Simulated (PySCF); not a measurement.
C2H6N, SMILES N([CH2])C, multiplicity 2. Atoms are numbered in the order given.

```xyz
9

C      1.1986    -0.3625    -0.2527
N      0.1626     0.4002     0.2565
C     -1.2004    -0.0194    -0.0041
H      1.0392    -0.8049    -1.2290
H      2.2025    -0.0849     0.0420
H      0.3152     0.7427     1.1925
H     -1.4457    -0.9826     0.4633
H     -1.3428    -0.1192    -1.0831
H     -1.8957     0.7393     0.3598
```
Charge 0, spin multiplicity 2.

Geometry optimised at ωB97X-D3(BJ)/def2-TZVP. The isomer is the one that the SMILES or the coordinates give; other isomers of the formula were not compared.

Method: TDA-PBE/def2-SVPD run with PySCF.

Vertical excitations. Isolated molecule, no solvent.

Give excitation energies, oscillator strengths and character. (Estimate from the structure and the level; the computed values follow.)


```csv
state,energy (eV),λ (nm),f,main pairs
root 1,2.99,415,0.006,α HOMO→LUMO 100 %
root 2,3.82,325,0.004,α HOMO→LUMO+1 100 %
root 3,4.02,309,0.015,α HOMO→LUMO+2 100 %
root 4,4.99,248,0.005,α HOMO→LUMO+3 99 %
root 5,5.22,237,0.027,α HOMO→LUMO+4 96 %
root 6,5.60,221,0.081,"α HOMO→LUMO+5 23 %, β HOMO→LUMO 65 %"
root 7,5.78,214,0.041,"α HOMO→LUMO+5 75 %, β HOMO→LUMO 15 %"
root 8,6.06,205,0.035,"α HOMO→LUMO+6 90 %, β HOMO→LUMO 6 %"
root 9,6.13,202,0.011,α HOMO→LUMO+7 98 %
root 10,6.70,185,0.005,β HOMO→LUMO+1 92 %
```
Unrestricted roots are not spin-pure.
